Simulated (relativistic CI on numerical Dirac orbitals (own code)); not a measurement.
**What each ingredient does to the levels of La³⁺**

Base calculation: Dirac-Coulomb-Breit CI, separate exchange-only KLI orbitals for each configuration, a model potential for QED, valence Slater integrals scaled by 0.85, P86 correlation energy added to each configuration.

CI space (outside the closed core [Kr] 4d10): 5s2.5p6, 5s2.5p5.5d, 5s2.5p5.4f, 5s2.5p5.5f, 5s.5p6.5d, 5s2.5p5.6s, 5s2.5p5.6p, 5s.5p6.5f, 5s2.5p5.6d, 5s2.5p5.7s, 5s2.5p5.7p, 5p6.4f2, 5p5.4f2.5d, 5p5.4f3, 5p5.4f2.5f, 5p5.4f2.6s, 5p5.4f2.6p. Double excitations out of closed p, d and f shells are left out; levels of such configurations are missing from the list, as are those of other unlisted configurations, and high levels can miss mixing partners.

Variants: (1) self-excluded LDA correlation estimate; (2) valence Slater integrals scaled by 0.75; (3) non-relativistic limit. Shifts of the energy above 5s2.5p6 1S_0, in cm⁻¹, for the lowest level and the first level of each name with at least 55 % of one term (blank where a level changes its place among those of its configuration and J or its character, or is not in the variant):

```
           Level      Base     Δ(1)     Δ(2)      Δ(3)  Measured
    5s2.5p6 1S_0       0.0      0.0      0.0       0.0       0.0
 5s2.5p5.4f 3D_1  147903.8   -770.1  +1209.1  -20347.8  143354.7
 5s2.5p5.4f 3D_2  150585.8   -770.0  +1056.7  -23029.9  145949.0
 5s2.5p5.4f 3G_5  154127.7   -773.6   +528.9  -21893.5          
 5s2.5p5.4f 3D_3  154880.1   -770.1   +766.7  -27324.1          
 5s2.5p5.4f 3G_4  155050.2   -773.6   +320.6  -22816.0          
5s2.5p5.5d 3P°_0  157593.2   -130.4  +1506.1    -447.7  156100.3
5s2.5p5.5d 3P°_1  159956.5   -129.9  +1374.7   -2810.9  158412.6
5s2.5p5.5d 3P°_2  164535.2   -129.1  +1082.4   -7389.6  162867.6
5s2.5p5.5d 3F°_4  165316.5   -132.3   +819.2   -2374.9  163693.3
5s2.5p5.5d 3F°_3  167217.0   -132.5   +491.3   -4275.4  165070.7
5s2.5p5.5d 3D°_3  175842.5   -132.8   -437.6   -2151.4  173335.5
5s2.5p5.5d 3D°_1  184565.7   -126.9   -618.7  -10874.6  181155.0
5s2.5p5.6s 3P°_2  202953.9   +400.8    +58.8   +9763.7  198303.1
5s2.5p5.6s 1P°_1  205026.7   +407.5   -164.7            200183.3
5s2.5p5.6s 3P°_0  224588.0   +409.8    +84.0  -11870.3  219336.9
5s2.5p5.5d 1P°_1  224646.3    +98.0  -5191.0   -7467.9  215919.2
5s2.5p5.6s 3P°_1  225817.3   +407.7    -80.3            220506.9
 5s2.5p5.6p 3S_1  234552.6  +1292.1   +518.1   +3967.6  231008.7
 5s2.5p5.6p 3D_3  239976.1  +1290.1   +188.4   +3909.3  236790.4
 5s2.5p5.6p 1P_1  241369.5  +1291.0    -81.5            237727.3
 5s2.5p5.6p 3P_2  243072.2  +1290.6   -186.9            239654.3
```

For a near-neutral ion this model can misplace configurations by up to about 10,000 cm⁻¹ (more where the count of f electrons changes) and terms by 10 to 25 % of their spread. Rates follow the energies as ν³ (E1, M1) or ν⁵ (E2), so they and the lifetimes can be off by large factors. The fine structure of a lone outer electron comes out too small, for d and f at times inverted, and misplaced configurations move strength between like terms. 43 of the 47 excited levels that our extract of the measured tables holds in this range could be paired (the sources list more); they are missed by 3609 cm⁻¹ on average and 8727 at most, and levels without a partner can miss by more.

Measured levels: Martin, Zalubas and Hagan, Atomic Energy Levels: The Rare-Earth Elements, NSRDS-NBS 60 (1978).

Ionisation energy from the two ground configurations alone: base 50.32 eV; self-excluded LDA correlation estimate 50.53 eV. The NIST ASD value (semi-empirical) is 49.95 eV.

LS names give the leading component of a level, which can be under half, so a name can repeat, a term be missing and a line seem to break the LS rules.
